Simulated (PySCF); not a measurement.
H₂MgOS. Atoms are numbered in the order given.

```xyz
5

Mg     0.0216     0.5795     0.0000
O     -0.0216     2.3373     0.0000
H     -0.0047     3.2846     0.0000
S      0.0739    -1.6961     0.0000
H     -1.2636    -1.7999     0.0000
```
Charge 0, spin multiplicity 1.

The structure is a stationary point at ωB97X-D3(BJ)/def2-TZVP. Other conformers were not sampled.

The numbers are results of PBE0/def2-TZVPD in PySCF, not measurements.

Symmetry labels are those of the subgroup Cs that the program uses (full group Cs).

List the valence orbital energies around the gap with their symmetry. (The exact figures need the calculation; the answer reports its results.)


```csv
orbital,symmetry,energy (eV)
HOMO−7,A',-25.89
HOMO−6,A',-19.44
HOMO−5,A',-13.05
HOMO−4,A',-10.95
HOMO−3,A',-8.27
HOMO−2,A',-8.20
HOMO−1,A",-8.20
HOMO,A",-7.17
LUMO,A',-1.31
LUMO+1,A',-0.07
LUMO+2,A",0.23
LUMO+3,A',0.31
```
